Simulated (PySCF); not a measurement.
Isomers of C7H18P2, one conformer each; single-point electronic energies without zero-point terms and without any empirical dispersion term.

Computed with PySCF at PBE0/pcSseg-1, non-relativistic, each on one gas-phase PBE0-D3(BJ)/def2-SVP geometry that isn't relaxed in the solvent. The solvent is an IEF-PCM continuum (van der Waals radii × 1.2). Only the electrostatic response of the medium enters.

```
           isomer  relative energy, gas (kcal/mol)  dipole (D)
  `CCP(CCP)C(C)C`                              0.0        1.67
`CC(C)(P(CCP)C)C`                              0.0        2.24
```

Task: How do the relative energies look in cyclohexane (ε = 2.017)?

Result: 
```json
{"isomer": "`CCP(CCP)C(C)C`", "relative energy, solvent (kcal/mol)": "0.0", "E(solvent) − E(gas) (kcal/mol)": "-1.6", "dipole in solvent (D)": "1.88"}
{"isomer": "`CC(C)(P(CCP)C)C`", "relative energy, solvent (kcal/mol)": "0.0", "E(solvent) − E(gas) (kcal/mol)": "-1.6", "dipole in solvent (D)": "2.59"}
```

The order is unchanged, ties at the printed digit aside. Conformers: `[CH3:1][CH2:2][P:3]([CH2:4][CH2:5][PH2:6])[CH:7]([CH3:8])[CH3:9]` with C1–C2–P3–C4 160°, C2–P3–C4–C5 -82°, P3–C4–C5–P6 -176°, C4–C5–P6–H -76° and -170°, C2–P3–C7–C8 61°; `[CH3:1][P:2]([CH2:3][CH2:4][PH2:5])[C:6]([CH3:7])([CH3:8])[CH3:9]` with C1–P2–C3–C4 -62°, P2–C3–C4–P5 -45°, C3–C4–P5–H -158° and -63°. The gains span 0.0 kcal/mol, the gas-phase energies 0.0 kcal/mol.
